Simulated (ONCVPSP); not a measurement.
bromine (Br): variants of one ONCV potential

Base potential:

ONCVPSP 4.0.1 input, shortened (lines: element, Z, core and valence counts, functional; n l f; lmax; l rc ep ncon nbas qcut; lloc lpopt rc5 dvloc0; l nproj debl; icmod fcfact rcfact), PBEsol, non-relativistic:

```
  Br 35.00    6    2  -116133      upf
    1    0    2.00
    2    0    2.00
    2    1    6.00
    3    0    2.00
    3    1    6.00
    3    2   10.00
    4    0    2.00
    4    1    5.00
    2
    0    1.50    0.00    4    7    4.00
    1    1.20    0.00    4    8    6.60
    2    1.45    0.15    4    8    7.30
    4    5    0.85    0.00
    0    2    1.30
    1    1    3.90
    2    3    1.20
    0    0.00    0.00
```

Cutoffs, loose and tight: the cutoffs (Ha) at which the residual kinetic energy of the hardest occupied pseudo-wave falls to 1 and 0.1 mHa per electron. They do not see the model core or the augmentation charge, which bear on the density cutoff. Test errors are all-electron minus pseudo excitation energies from the reference, over the configurations 4s2 4p4; 4s2 4p3; 4s2 4p2; 4s2 4p4.5. A dash means not determined; rows that change the core or the reference have their own tests.

A true bound ghost makes a file unfit for plane-wave use even where its test errors are small: the radial tests pick states by their node count and pass the ghost by.

| change | outcome | cutoff, loose | cutoff, tight | bound ghosts | GHOST(+) flags above zero | largest test error (meV) |
| --- | --- | --- | --- | --- | --- | --- |
| base | generated | 115 Ha | 145 Ha | s, d | p, d | +82 |
| scalar-relativistic | generated | 112 Ha | 144 Ha | s, d | p, d | +59 |
| d: qcut 6.4 | generated | 115 Ha | 145 Ha | s, d | p, d | +82 |
| functional BLYP | generated | 115 Ha | 145 Ha | s, d | p, d | +152 |
| s: qcut 3.7; p: qcut 6.1; d: qcut 6.8 | generated | 120 Ha | 147 Ha | s, d | p, d | +81 |
| d: rc 1.02 | failed: ERROR pspot: first pseudo wave function has node, program will stop | – | – | – | – | – |
| local potential polynomial inside 0.85 bohr (lpopt 5, dvloc0 4 Ha) | generated | 115 Ha | 145 Ha | d, s | d | +35 |
| core correction Teter function, fcfact 5.25, rcfact 1.6 | generated | 115 Ha | 145 Ha | s, d | p, d | -78 |
| d: nproj 1 | generated | 115 Ha | 145 Ha | s | p | +82 |
